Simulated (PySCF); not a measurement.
CH₂O, charge +1, doublet, geometry from GFN2-xTB (a state made from the parent by changing its charge; the spin is typed, not shown lowest); SVWN5/pcseg-1 run with PySCF.

PySCF was given this input:
```python
from pyscf import gto, scf, dft

mol = gto.Mole()
mol.atom = '''
    O    -0.032826    0.015634    0.660001
    C     0.024264   -0.011556   -0.487850
    H     0.034811    0.877051   -1.199067
    H     0.082215   -0.932787   -1.153838
'''
mol.basis = 'pcseg-1'
mol.charge = 1
mol.spin = 1
mol.verbose = 4
mol.build()

mf = dft.UKS(mol)
mf.xc = 'lda,vwn'
mf.kernel()
```

The log (banner, timings and long lists left out):

```
PySCF version 2.14.0

[INPUT] verbose = 4
[INPUT] num. atoms = 4
[INPUT] num. electrons = 15
[INPUT] charge = 1
[INPUT] spin (= nelec alpha-beta = 2S) = 1
[INPUT] symmetry False subgroup None
[INPUT] Mole.unit = angstrom
[INPUT] Symbol           X                Y                Z      unit          X                Y                Z       unit  Magmom
[INPUT]  1 O     -0.032826000000   0.015634000000   0.660001000000 AA   -0.062032149765   0.029543978231   1.247221131939 Bohr   0.0
[INPUT]  2 C      0.024264000000  -0.011556000000  -0.487850000000 AA    0.045852314686  -0.021837675095  -0.921902889869 Bohr   0.0
[INPUT]  3 H      0.034811000000   0.877051000000  -1.199067000000 AA    0.065783256122   1.657386187276  -2.265908235004 Bohr   0.0
[INPUT]  4 H      0.082215000000  -0.932787000000  -1.153838000000 AA    0.155363833331  -1.762711962555  -2.180437812116 Bohr   0.0

nuclear repulsion = 32.0964417488395
number of shells = 10
number of NR pGTOs = 64
number of NR cGTOs = 38
basis = pcseg-1
ecp = {}

******** <class 'pyscf.dft.uks.UKS'> ********
method = UKS
initial guess = minao
damping factor = 0
level_shift factor = 0
DIIS = <class 'pyscf.scf.diis.CDIIS'>
diis_start_cycle = 1
diis_space = 8
diis_damp = 0
SCF conv_tol = 1e-09
SCF conv_tol_grad = None
SCF max_cycles = 50
direct_scf = True
direct_scf_tol = 1e-13
number electrons alpha = 8  beta = 7
XC library pyscf.dft.libxc version 7.1.2
    S. Lehtola, C. Steigemann, M. J. T. Oliveira, and M. A. L. Marques,  SoftwareX 7, 1–5 (2018)
XC functionals = lda,vwn
    P. A. M. Dirac,  Math. Proc. Cambridge Philos. Soc. 26, 376 (1930)
    F. Bloch,  Z. Phys. 57, 545 (1929)
    S. H. Vosko, L. Wilk, and M. Nusair,  Can. J. Phys. 58, 1200 (1980)
radial grids:
    Treutler-Ahlrichs [JCP 102, 346 (1995); DOI:10.1063/1.469408] (M4) radial grids

becke partition: Becke, JCP 88, 2547 (1988); DOI:10.1063/1.454033
pruning grids: <function nwchem_prune>
grids dens level: 3
symmetrized grids: False
atomic radii adjust function: <function treutler_atomic_radii_adjust>
small_rho_cutoff = 0
Set gradient conv threshold to 3.16228e-05
tot grids = 47816
init E= -113.754608430383

cycle= 1 E= -113.108630369023  delta_E= 0.646  |g|= 0.339  |ddm|= 1.36
cycle= 2 E= -112.619276976298  delta_E= 0.489  |g|= 1.12  |ddm|= 0.851
cycle= 3 E= -113.166678748148  delta_E= -0.547  |g|= 0.0523  |ddm|= 0.633
cycle= 4 E= -113.167890696608  delta_E= -0.00121  |g|= 0.0224  |ddm|= 0.0486
cycle= 5 E= -113.168123014862  delta_E= -0.000232  |g|= 0.00345  |ddm|= 0.0199
cycle= 6 E= -113.16813205149  delta_E= -9.04e-06  |g|= 0.00173  |ddm|= 0.00512
cycle= 7 E= -113.168133920704  delta_E= -1.87e-06  |g|= 0.000237  |ddm|= 0.00194
cycle= 8 E= -113.168133954873  delta_E= -3.42e-08  |g|= 3.65e-05  |ddm|= 0.000221
cycle= 9 E= -113.168133955599  delta_E= -7.26e-10  |g|= 3.66e-06  |ddm|= 3.62e-05
Extra cycle  E= -113.168133955597  delta_E= 2.27e-12  |g|= 4.91e-06  |ddm|= 5.88e-06
converged SCF energy = -113.168133955597  <S^2> = 0.75302668  2S+1 = 2.0030244
```
